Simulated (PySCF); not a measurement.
How methods differ on the excitation energy of Zn

Zn [Ar] 3d10 4s2 (1S) → Zn [Ar] 3d9 4s2 4p1 (high-spin determinant), as a difference of total energies. Calculation: PySCF 2.14, in def2-QZVPPD; the non-relativistic Hamiltonian (point nucleus). Correlated levels: valence: [Ar] frozen; valence and next inner shell: [Ne] frozen. The calculations carry no spin-orbit coupling.

```tsv
method	excitation energy (eV)
UHF	9.345
LDA	12.365
PBE	11.827
r2SCAN	11.363
MN15	12.241
HSE06	11.313
M06-L	11.670
MP2 (valence)	12.038
SCS-MP2 (valence)	11.715
MP2 (valence and next inner shell)	12.449
SCS-MP2 (valence and next inner shell)	12.041
```

Problem. Estimate what PBE0 gives.

Solution. 11.327 eV, closest to HSE06 among the rows shown.

Problem. Estimate what LC-wPBE gives.

Solution. 11.450 eV, closest to r2SCAN among the rows shown.

A first-order spin-orbit estimate (lowest level to lowest level, LS coupling) adds -0.121 eV.

The upper state lies above the first ionisation limit, where it may autoionise and the basis confines it.

The determinant of the upper state mixes LS terms, which raises its energy above the lowest term, most at the Hartree-Fock and MP2 levels.
